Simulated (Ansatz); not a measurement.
Job for Ansatz (a quantum-chemistry and plane-wave program): U-r2SCAN/cc-pV(T+d)Z on ClH3Si (SMILES [SiH3]Cl), a point of a bond scan (R = 2.790 Å). Files ending in .json are basis or fitting sets from the Basis Set Exchange.

Ansatz 0.2 input:
```yaml
crystal:
  periodic: [false, false, false]
  atoms:
    - {symbol: Si, position_ang: [-0.99093627, -0.03421151, -0.02690936]}
    - {symbol: Cl, position_ang: [1.79591767, 0.06200303, 0.04876902]}
    - {symbol: H, position_ang: [-1.39746449, -1.01152605, -1.05530163]}
    - {symbol: H, position_ang: [-1.49637032, 1.31045082, -0.36516845]}
    - {symbol: H, position_ang: [-1.48085708, -0.44995851, 1.30167319]}
basis:
  gaussian:
    orbitals: cc-pV_T+d_Z.json
hamiltonian:
  xc: {name: r2SCAN}
magnetization: {spin_polarized: true, initial_magnetization: 0}
```

The log:

```
WARN ansatz: RAYON_NUM_THREADS=1 ignored (pool sized by the plan → 1); use --threads N
Functional definition: r2SCAN
integrals: 0.04 GiB planned
795 factors; their error is unknown
mean field: 0.41 GiB planned
mean field evaluation 1: about -20446.7381 eV, gradient 1.3e1 eV
mean field evaluation 2: about -20443.3241 eV, gradient 2.6e1 eV
mean field evaluation 4: about -20447.6744 eV, gradient 1.1e0 eV
mean field evaluation 8: about -20447.6702 eV, gradient 2.5e-2 eV
mean field -20447.67020851 eV, -751.4380202341 hartree, gradient 4.3e-5 eV, S^2 0.000000; 0 other end points of the search recorded, 0 dependent functions left out
reference -20447.67022005 eV, -751.4380206583 hartree; 17, 17 occupied and 103, 103 virtual orbitals, 795 factors
Total energy: -20447.67022005 eV, -751.4380206583 hartree
```

Self-consistency was reached.

Cost: around 3.0 core-seconds (rough).
